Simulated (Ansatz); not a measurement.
Compare A (`OBCCCl`) with its isomer B (`COBCCl`).

Computed with Ansatz on PBE0-D4/def2-TZVP structures; ΔE is electronic, products minus reactants. CBS: MP2 limit from def2 TZ/QZ plus the TZ coupled-cluster correction, frozen cores. Functionals use def2-TZVPP. B3LYP here is the variant with VWN-RPA as its local correlation; programs differ in this. One conformer a species, not always the lowest.

(1) Which isomer does CCSD(T)/CBS put lower? Give the gap. (An estimate is asked.)

(2) Give E(B) − E(A) in kcal/mol with MP2/def2-TZVPP, CCSD/def2-TZVPP, B2PLYP, PBE0-D4, PBE-D4, B3LYP-D4, r2SCAN-D4. (Best estimate.)

Largest T1 diagnostic: 0.012.

Results:

(1) Computed: A, by 13.9 kcal/mol.

(2) The calculation gave: MP2/def2-TZVPP 15.0, CCSD/def2-TZVPP 13.4, B2PLYP 12.5, PBE0-D4 13.6, PBE-D4 12.9, B3LYP-D4 11.9, r2SCAN-D4 13.3. None reverses the order clearly.

From PBE to PBE0 (25 % exact exchange), in def2-TZVPP and without D4, E(B) − E(A) moves by +0.8 kcal/mol. In def2-TZVPP, CCSD(T) changes the Hartree–Fock value by +2.2 kcal/mol (the triples alone add +0.1 kcal/mol) and MP2 by +3.7 kcal/mol.
